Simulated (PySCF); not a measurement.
Bond stretch in SiN, doublet.

- UCCSD = CCSD on UHF/6-31G, 6 core orbitals frozen run with PySCF
- UKS-LDA (SVWN5) = unrestricted LDA (SVWN5)/6-31G run with PySCF
- ROHF/6-31G (PySCF)

Energies are in kJ/mol, each relative to the lowest point of its own curve near equilibrium.

```tsv
R / Å	UCCSD	UKS-LDA (SVWN5)	ROHF
1.24	644.8	601.8	555.9
1.32	354.6	321.7	284.3
1.40	174.4	150.4	122.6
1.48	70.3	54.2	36.5
1.52	38.9	26.6	14.2
1.56	18.1	9.4	2.5
1.61	4.0	0.0	0.0
1.66	0.0	1.0	8.2
1.73	6.9	15.5	33.2
1.82	30.0	48.7	81.1
```

At the longest distance, 1.82 Å, ROHF lies highest above its minimum (81.1 kJ/mol) and UCCSD lowest (30.0 kJ/mol).

The scan ran from 1.24 to 6.29 Å; beyond the distances shown one of the unrestricted levels run for this scan, shown here or not, changes its spin distribution in one step. The unrestricted determinant behind UCCSD is spin-contaminated at 1.40 to 1.82 Å (<S²> up to 2.1, against 0.75 for a pure doublet).
